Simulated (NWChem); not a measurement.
AlBr$_{3}$; SMILES [Br][Al]([Br])[Br]

All runs: NWChem. The geometry was optimised at B3LYP/6-31G* (spherical d). Hybrids' shares of exact exchange are those that their runs print; pure functionals count as 0. The functionals differ in more than this share.

```csv
row,share of exact exchange,highest occupied level (eV)
PBE/def2-TZVP,0.00,-7.37
BLYP/def2-TZVP,0.00,-7.17
B3LYP/def2-TZVP,0.20,-8.36
B3PW91/def2-TZVP,0.20,-8.44
B97-2/def2-TZVP,0.21,-8.39
PBE0/def2-TZVP,0.25,-8.65
PW6B95/def2-TZVP,0.28,withheld
```

**Question.** Fit a straight line of the last column on the one before it, predict the withheld value, and compare with the run.

**Answer.** 
1. Means of the 6 shown rows: x = 0.143, y = -8.063. Slope Σ(x − x̄)(y − ȳ)/Σ(x − x̄)² = -0.3499/0.06333 = -5.525; intercept -7.271.
2. The shown rows scatter about the line by 0.066 (root mean square); the largest residual is +0.10, at BLYP/def2-TZVP.
3. At x = 0.28 (PW6B95/def2-TZVP; beyond the shown range) the line gives -8.82.
4. The run gives -8.69, +0.13 from the line, 2.0 times the scatter.
